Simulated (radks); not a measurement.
Values are calculated unless marked as measured or tabulated.
All-electron atom: Br2+ in [Ar] 3d10 4s2 4p3.

Level of theory: Dirac Kohn-Sham, Slater X-alpha with alpha = 0.78, spin-unpolarised, spherical densities, finite nucleus; open shells fill j = l - 1/2 first; Fermi nuclear charge, rms radius 4.1629 fm (a radial shooting solver on a logarithmic mesh with Libxc functionals).

Energy parts (hartree):
part                   energy
total             -2613.40731
kinetic            2681.32953
electron-nucleus  -6279.97733
Hartree            1085.23054
exchange            -99.99006

Orbitals (lengths in bohr, moments of r in powers of bohr; <r^-3> diverges for s and p1/2; r(max) is where P^2 peaks; r(90%) holds 90 % of the orbital's charge):
orbital  occ.  eigenvalue (hartree)  <r^-3>      <r>  r(90%)   r(max)  small-component weight
1s1/2       2             -491.0782       -  0.04275  0.0764  0.02792                1.61e-02
2s1/2       2             -64.90000       -   0.1891   0.293   0.1592                3.19e-03
2p1/2       2             -58.67548       -   0.1624   0.266   0.1249                3.19e-03
2p3/2       4             -56.91731    1306   0.1663   0.271   0.1281                3.11e-03
3s1/2       2              -9.73436       -   0.5499   0.819   0.4832                7.72e-04
3p1/2       2              -7.54974       -   0.5543   0.847   0.4735                7.23e-04
3p3/2       4              -7.29463   191.3   0.5648   0.862   0.4822                7.02e-04
3d3/2       4              -3.47338   24.43   0.5807   0.956   0.4255                5.84e-04
3d5/2       6              -3.43230   23.63   0.5847   0.962   0.4282                5.79e-04
4s1/2       2              -1.55863       -    1.573    2.31    1.374                1.31e-04
4p1/2       2              -1.06797       -    1.807    2.70    1.542                1.00e-04
4p3/2       1              -1.04287   18.93    1.838    2.74    1.569                9.74e-05

The highest occupied level is 4p3/2 at -28.378 eV. The density falls to 0.001 e/bohr^3 at r = 3.50 bohr. The electron density at the nucleus is 4.43e+04 e/bohr^3.
